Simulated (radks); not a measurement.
Results of a calculation; reference values are marked as such.
The ytterbium ion Yb+ inside a hard spherical wall (all orbitals vanish at R), configuration held at [Xe] 4f14 6s1 and not refilled when levels cross. Code: a radial shooting solver on a logarithmic mesh with Libxc functionals. Model: scalar-relativistic Kohn-Sham, PBE, spin-polarised, spherical densities, finite nucleus; open shells are filled with parallel spins first (spin-orbit coupling, left out, can overturn this in heavy ions); Fermi nuclear charge, rms radius 5.3108 fm. Eigenvalues in eV for spin up, with the zero of energy where the potential of the charges vanishes at infinity; a dash marks a level that is unbound or too diffuse for the functional's potential to be trusted. A positive occupied level is held by the wall or, in an anion where self-interaction has pushed it up, behind a barrier. The pressure on the wall is -dE/dV.

R (bohr)  E (hartree)  kinetic (hartree)    e(5s)    e(5p)   e(4f)   e(6s)  e(5d, empty)  e(6p, empty)  pressure (GPa)
free      -14057.9086          15315.854  -61.715  -34.259  -9.730  -9.625        -6.720        -5.817               0
10        -14057.9085          15315.857  -61.701  -34.246  -9.717  -9.613        -6.705        -5.745         0.00586
8         -14057.9061          15315.879  -61.598  -34.145  -9.614  -9.498        -6.590        -5.364           0.118
6         -14057.8800          15316.036  -61.033  -33.606  -9.048  -8.548        -5.893        -3.281            2.18
5         -14057.8157          15316.338  -60.232  -32.858  -8.208  -6.556        -4.732         0.278            10.4
4         -14057.5812          15317.358  -58.353  -31.101  -6.094  -0.334        -1.658         9.921            64.9
3.5       -14057.2379          15318.857  -56.286  -29.079  -3.633   7.424         1.871        20.807             195
